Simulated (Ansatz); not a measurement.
`C[Si@@H](O)O[Si@H](O)Cl` → `CO[Si@@H](O)[Si@@H](O)Cl`  (isomerisation)

Program: Ansatz. Geometries: PBE0-D4/def2-TZVP. ΔE: electronic, gas phase. CBS: MP2 limit from def2 TZ/QZ plus the TZ coupled-cluster correction, frozen cores. DFT in def2-TZVPP. B3LYP here is the variant with VWN-RPA as its local correlation; programs differ in this. One conformer a species, not always the lowest.

```csv
level,ΔE (kJ/mol),difference from CCSD(T)/CBS
PBE-D4,239.2,-29.7
r2SCAN-D4,267.2,-1.7
PBE0-D4,251.4,-17.5
B3LYP-D4,256.8,-12.1
ωB97X-V,258.8,-10.1
ωB97M-V,272.4,3.5
B2PLYP,263.8,-5.1
PBE,236.6,-32.3
r2SCAN,266.7,-2.2
PBE0,249.3,-19.6
B3LYP,252.5,-16.4
HF/def2-TZVPP,270.3,1.4
MP2/def2-TZVPP,279.5,10.6
SCS-MP2/def2-TZVPP,272.0,3.1
CCSD/def2-TZVPP,268.5,-0.4
CCSD(T)/def2-TZVPP,267.5,-1.4
HF/def2-QZVPP,271.9,3.0
MP2/def2-QZVPP,280.8,11.9
SCS-MP2/def2-QZVPP,273.4,4.5
HF/CBS(def2),272.1,3.2
MP2/CBS(def2),280.9,12.0
CCSD/CBS(def2),269.9,1.0
CCSD(T)/CBS,268.9,0
```

Largest T1 diagnostic among the species: 0.012.

From PBE to PBE0 (25 % exact exchange), in def2-TZVPP and without D4, ΔE moves by +12.7 kJ/mol. The D4 term adds +4.3 kJ/mol with B3LYP and +2.1 kJ/mol with PBE0; it sums over pairs of atoms, weighted by their polarisabilities, and B3LYP, whose exchange is more repulsive, gets the larger term.
